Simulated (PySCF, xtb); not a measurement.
CH2FGe−: where a starting geometry ends

The starting geometry of this gas-phase singlet has its atoms placed at random.

```xyz
5

C    -0.5028   -0.6425    0.1177
F    -1.8657   -0.3964    0.7653
Ge   -0.3023    1.3338    0.0602
H     0.0447   -1.4805   -0.9500
H     1.1456   -0.1568   -0.2055
```

Question: Guess where an optimisation with r2SCAN-D4/def2-SVPD ends from this start.

Answer: It ends as `[H]/[Ge-]=[CH]/F`. Contacts that close: C1–F2 (1.53 → 1.41 Å), C1–H4 (1.46 → 1.10 Å), Ge3–H5 (2.09 → 1.61 Å).

The energy falls by 4.38 eV over 17 steps:

```
step  E − E(last) (eV)
   1             4.382
   3             2.105
   5             0.637
   6             0.142
   8             0.008
  10             0.002
  12             0.000
  13             0.000
  15             0.000
  17             0.000
```

Final geometry (Å):

```tsv
atom	x (Å)	y (Å)	z (Å)
C	-0.6178	-0.5483	0.0416
F	-1.9228	-0.7445	0.5484
Ge	0.2345	1.0905	0.1107
H	-0.2832	-1.5194	-0.3588
H	1.5213	0.4414	-0.6114
```

From the same start GFN2-xTB reaches the same bonding as this run.

From so rough a start the end depends on the optimiser's path, so another program may land elsewhere. No frequencies were run, so the end isn't proven a minimum. Run with PySCF 2.14.0, 2.2 min on 2 threads of Arm Neoverse V1, with other jobs on the host.
